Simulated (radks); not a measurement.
Results of a calculation; reference values are marked as such.
Ionisation of neutral sulfur, [Ne] 3s2 3p4, to S+, [Ne] 3s2 3p3, under several functionals. Dirac Kohn-Sham, spin-unpolarised, spherical densities, point nucleus; open shells fill j = l - 1/2 first; a radial shooting solver on a logarithmic mesh with Libxc functionals. Known Delta-SCF values: LDA (Slater exchange, Perdew-Zunger correlation) 11.819 eV; revPBE 11.700 eV; exchange-only B88 10.801 eV. What does exchange-only LDA give, and what is its highest occupied eigenvalue?

Answer. 10.575 eV by Delta-SCF; the 3p3/2 eigenvalue is -5.906 eV. NIST: 10.360 eV (measured).

Beside tabulated values, note that spin-unpolarised runs miss the spin-polarisation part of the exchange energy of open shells.
